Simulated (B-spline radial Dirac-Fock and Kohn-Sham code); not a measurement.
**How the settings move the core levels of Bi**

ΔSCF core binding energies without Breit or QED terms, calculated with a radial B-spline solver. Keys: rel is the Hamiltonian (dirac, or spin-free x2c and nr, where L3 and M5 stand for the whole 2p and 3d shells), method is hf or an exchange,correlation pair (spin-unpolarised, also for the hole states), nuc the nuclear model, radius_factor scales its radius, rmax is the box in bohr, h the logarithmic mesh step, order the B-spline order, points the quadrature points per cell, c_factor scales the speed of light, and damp, ndamp, maxit and tol steer the iteration. The run stops when the commutator error falls below 10·tol·max(1, Z/10), or the numerical noise floor, and the energy has settled to about 1e-8 Ha; the virial ratio is −V/T.

Base input:

```json
{"items": [{"Z": 83, "q": 0, "cfg": [[1, 0, 2], [2, 0, 2], [2, 1, 6], [3, 0, 2], [3, 1, 6], [3, 2, 10], [4, 0, 2], [4, 1, 6], [4, 2, 10], [4, 3, 14], [5, 0, 2], [5, 1, 6], [5, 2, 10], [6, 0, 2], [6, 1, 3]], "A": 209, "rrms": 5.5211, "do": "settings", "holes": ["K", "L3", "M5"],
  "settings": [{"rel": "dirac", "method": "hf", "nuc": "fermi", "radius_factor": 1.0, "rmax": 45.0, "h": 0.3, "order": 8, "points": 10, "c_factor": 1.0, "maxit": 60, "damp": 0.5, "ndamp": 3, "tol": 1e-08}]}]}
```

The ground state converged in 10 iterations, with total energy -21565.66964 Ha, virial ratio 1.85649 and highest orbital energy -7.11 eV. ΔSCF binding energies: K (1s) 91044.6 eV, L3 (2p3/2) 13467.2 eV, M5 (3d5/2) 2592.3 eV.

Changes from the base run:

```
                                    changed setting  Δ total energy (Ha)  Δ K (eV)  Δ L3 (eV)  Δ M5 (eV)  iterations
                                     nuc = "sphere"             +0.01260     -0.14       0.00       0.00          10
                                         damp = 0.0              0.00000      0.00       0.00       0.00          11
                                            h = 0.4             +0.01742     +0.06      +0.05      +0.05          10
               rmax = 30.0; h = 0.4; c_factor = 0.9           -451.61020  +2957.05     +13.03     -19.12          11
                                         rel = "nr"          +1470.13959  -9490.28     -96.43     +69.02          10
                                     c_factor = 2.0                    ?         ?          ?          ?           ?
                                radius_factor = 0.8             -1.95029    +21.23      -0.12      -0.03          10
        rel = "x2c"; radius_factor = 2.0; order = 5            +49.00469   -246.56    +673.85     +44.16          10
                                radius_factor = 2.0            +12.87366   -140.18      +0.82      +0.21          10
               rmax = 30.0; damp = 0.0; tol = 1e-06              0.00000      0.00       0.00       0.00           9
                                        rmax = 80.0              0.00000      0.00       0.00       0.00          10
                                         damp = 0.2              0.00000      0.00       0.00       0.00          10
method = "pbesol"; radius_factor = 2.0; tol = 1e-06             +9.42759   -110.10     -49.19     -20.59           9
```

Question: What does the change c_factor = 2.0 do?

Answer: The total energy moves by +1155.21116 Ha and the binding energies by K -7482.34 eV, L3 -67.76 eV, M5 +53.34 eV; the run takes 10 iterations.
